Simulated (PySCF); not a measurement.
# Fractional electron number in Pb⁺ (lead, charge +1)

The 6p alpha orbital of [Xe] 4f14 5d10 6s2 6p1 is emptied in steps (occupation f), with all orbitals relaxed, ending at [Xe] 4f14 5d10 6s2. All numbers are calculated (PySCF 2.14, a scalar-relativistic core potential, in aug-cc-pVDZ-PP with ECP60MDF (5s4p3d, 32 functions)). The exact energy is a straight line in f; departures are measured from the line between the end points of the same method.

Question: Among UHF, LDA, PBE, PBE0, r2SCAN, LC-wPBE, BHandHLYP, wB97X, B3LYP, MN15, which shows the largest delocalisation error (convex curve), and which is closest to linear?

Answer: Most convex: LDA (-0.903 eV at f = 0.5); closest to linear: LC-wPBE (-0.029 eV).

```json
{"f": "1", "UHF (eV)": "0.000", "LDA (eV)": "0.000", "PBE (eV)": "0.000", "PBE0 (eV)": "0.000", "r2SCAN (eV)": "0.000", "LC-wPBE (eV)": "0.000", "BHandHLYP (eV)": "0.000", "wB97X (eV)": "0.000", "B3LYP (eV)": "0.000", "MN15 (eV)": "0.000"}
{"f": "0.75", "UHF (eV)": "0.047", "LDA (eV)": "-0.676", "PBE (eV)": "-0.655", "PBE0 (eV)": "-0.478", "r2SCAN (eV)": "-0.609", "LC-wPBE (eV)": "-0.026", "BHandHLYP (eV)": "-0.328", "wB97X (eV)": "-0.092", "B3LYP (eV)": "-0.537", "MN15 (eV)": "-0.378"}
{"f": "0.5", "UHF (eV)": "0.061", "LDA (eV)": "-0.903", "PBE (eV)": "-0.874", "PBE0 (eV)": "-0.634", "r2SCAN (eV)": "-0.797", "LC-wPBE (eV)": "-0.029", "BHandHLYP (eV)": "-0.438", "wB97X (eV)": "-0.125", "B3LYP (eV)": "-0.717", "MN15 (eV)": "-0.494"}
{"f": "0.25", "UHF (eV)": "0.045", "LDA (eV)": "-0.677", "PBE (eV)": "-0.655", "PBE0 (eV)": "-0.473", "r2SCAN (eV)": "-0.579", "LC-wPBE (eV)": "-0.016", "BHandHLYP (eV)": "-0.330", "wB97X (eV)": "-0.094", "B3LYP (eV)": "-0.538", "MN15 (eV)": "-0.360"}
{"f": "0", "UHF (eV)": "0.000", "LDA (eV)": "0.000", "PBE (eV)": "0.000", "PBE0 (eV)": "0.000", "r2SCAN (eV)": "0.000", "LC-wPBE (eV)": "0.000", "BHandHLYP (eV)": "0.000", "wB97X (eV)": "0.000", "B3LYP (eV)": "0.000", "MN15 (eV)": "0.000"}
```

| method | E(f=0) − E(f=1) (eV) | −ε at f=1 (eV) | −ε at f=0.5 (eV) |
| --- | --- | --- | --- |
| UHF | 13.173 | 13.426 | 13.170 |
| LDA | 13.888 | 10.300 | 13.884 |
| PBE | 13.683 | 10.198 | 13.683 |
| PBE0 | 13.708 | 11.156 | 13.719 |
| r2SCAN | 13.772 | 10.496 | 13.845 |
| LC-wPBE | 13.808 | 13.653 | 13.832 |
| BHandHLYP | 13.683 | 11.934 | 13.680 |
| wB97X | 13.530 | 13.050 | 13.522 |
| B3LYP | 13.793 | 10.936 | 13.791 |
| MN15 | 13.786 | 11.738 | 13.830 |

Reference removal energy between the ground levels: 15.032 eV (measured; NIST Atomic Spectra Database, ionization energies). The calculation has no spin-orbit coupling. UHF lacks correlation.
